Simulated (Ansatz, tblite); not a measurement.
Removing and adding an electron: `c1csc(-c2ccc(-c3ccc(-c4ccc(-c5cccs5)s4)s3)s2)c1`. The state is a singlet with charge 0. Geometry: PBE-D4/def2-SVP. Ansatz, gas phase; energy differences of separate SCF runs; the oxidised species was run as a doublet alone; the reduced species was run as a doublet alone.

The xTB rows come from tblite. B3LYP takes the VWN-RPA correlation. Single mean-field runs in def2-TZVP are fitted with def2-universal-jkfit.

| level | −HOMO (eV) | vertical IE (eV) | −LUMO (eV) | vertical EA (eV) | HOMO–LUMO gap (eV) | IE − EA (eV) | remarks |
| --- | --- | --- | --- | --- | --- | --- | --- |
| GFN1-xTB | 10.22 | 11.83 | 8.61 | 6.98 | 1.62 | 4.85 | – |
| PBE-D4/def2-TZVP | 4.50 | 6.06 | 2.86 | 1.43 | 1.64 | 4.63 | HOMO above zero (-1 doublet) |
| PBE0-D4/def2-TZVP | 5.21 | 6.26 | 2.30 | 1.34 | 2.91 | 4.93 | – |

**Question.** Estimate the rows for GFN2-xTB, B3LYP-D4/def2-TZVP.

**Answer.** 
```csv
level,−HOMO (eV),vertical IE (eV),−LUMO (eV),vertical EA (eV),HOMO–LUMO gap (eV),IE − EA (eV)
GFN2-xTB,9.64,11.21,8.07,6.54,1.57,4.67
B3LYP-D4/def2-TZVP,5.03,6.22,2.40,1.37,2.63,4.85
```

   A HOMO above zero means that the electron is unbound at that level or that self-interaction error raises the level; the energy of removing that electron tells which. Raw xTB energy differences between charge states are shifted by several eV; the methods need an empirical correction for them. Sets without diffuse functions give affinities that are too small.
